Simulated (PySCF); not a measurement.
SMILES [GeH3][SiH2]Br, singlet (B3LYP/def2-SVP optimised geometry):

```
8

Ge     1.305    -0.339     0.000
Si    -1.093    -0.339     0.000
Br    -1.834     1.791     0.000
H      1.832     0.379     1.258
H      1.833     0.386    -1.254
H      1.834    -1.791    -0.004
H     -1.639    -1.012    -1.212
H     -1.639    -1.012     1.212
```

Level of theory: B3LYP/def2-TZVP (PySCF 2.14.0).

**Question.** What are the frontier orbital energies and the dipole moment?

**Answer.** HOMO-2 -9.08 eV, HOMO-1 -8.18 eV, HOMO -7.74 eV, LUMO -0.95 eV, LUMO+1 -0.11 eV; dipole moment 1.40 D.

Meta-Löwdin charges at B3LYP/def2-TZVP: Ge1 0.13, Si2 0.44, Br3 -0.27, H4 -0.04, H5 -0.04, H6 -0.05, H7 -0.08, H8 -0.08.
